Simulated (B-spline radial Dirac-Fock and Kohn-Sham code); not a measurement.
# Tm²⁺ 4d3/2: cross section and angular parameters

System: thulium as Tm²⁺ in the configuration 1s2 2s2 2p6 3s2 3p6 3d10 4s2 4p6 4d10 4f13 5s2 5p6; threshold 202.0 eV (orbital energy of the model). Level of theory: Dirac-Hartree-Slater photoionisation with a Latter tail; cross sections with all multipoles, angular parameters from the dipole term and its interference with E2; a radial atomic solver.

For linearly polarised light dσ/dΩ = σ/(4π) [1 + β P₂(cos θ) + (δ + γ cos²θ) sin θ cos φ], with θ from the polarisation vector and φ the angle between the beam and the projection of the electron momentum on the plane normal to the polarisation.

```csv
hν (eV),σ (kb),β,γ,δ
317,155,-0.985,-0.337,0.172
321,159,-0.972,-0.320,0.171
400,239,-0.321,-0.003,0.124
725,222,0.820,0.098,0.011
768,209,0.881,0.076,0.007
1080,131,1.147,-0.028,0.004
1486.9,73.4,1.290,-0.032,0.014
1930,42.3,1.351,0.047,0.026
2100,34.9,1.363,0.088,0.030
2250,29.7,1.369,0.126,0.034
2730,18.5,1.374,0.255,0.044
3490,9.73,1.356,0.461,0.060
4000,?,?,?,?
4140,6.08,1.329,0.623,0.073
4420,5.05,1.316,0.689,0.078
5200,3.15,1.279,0.860,0.094
5414.7,2.80,1.269,0.903,0.098
5620,2.50,1.259,0.944,0.102
6000,2.05,1.240,1.016,0.110
8047.8,0.819,1.146,1.343,0.152
9370,0.500,1.091,1.512,0.180
12000,0.218,0.996,1.782,0.235
```

Q: Give the values at 4000 eV.

A: σ = 6.70 kb, β = 1.335, γ = 0.589, δ = 0.070.

Values without a named source are computed, but for edge energies of neutral atoms, which are taken from tables.
